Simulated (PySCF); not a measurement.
2,2-dichloropropane (C3H6Cl2), SMILES CC(C)(Cl)Cl. Heavy atoms are numbered as in [CH3:1][C:2]([CH3:3])([Cl:4])[Cl:5]. Hydrogens are named by the atom that carries them.

Geometry optimised at PBE0-D3(BJ)/def2-SVP.

Calculation: PBE/pcSseg-1 run with PySCF.

GIAO shieldings, no solvent; atoms alike by connectivity are averaged. δ = σ(ref) − σ: ¹³C against TMS (σ = 182.0 ppm); ³⁵Cl against HCl (σ = 936.5 ppm); ¹H against TMS (σ = 31.49 ppm), references at their B3LYP-D3(BJ)/def2-TZVP geometries, non-relativistic (without spin–orbit terms, shifts of atoms bonded to Cl or Br come out too high).

| atoms | nucleus | count | δ (ppm) |
|---|---|---|---|
| C2 | ¹³C | 1 | [?] |
| C1 (CH3) | ¹³C | 2 | 44.3 |
| Cl4 | ³⁵Cl | 2 | [?] |
| H on C1 | ¹H | 6 | 2.35 |

**Question.** Complete the blanks. (Estimate from the structure and the level; the computed values follow.)

**Answer.** 
- C2, δ (ppm): 107.3
- Cl4, δ (ppm): 401.5
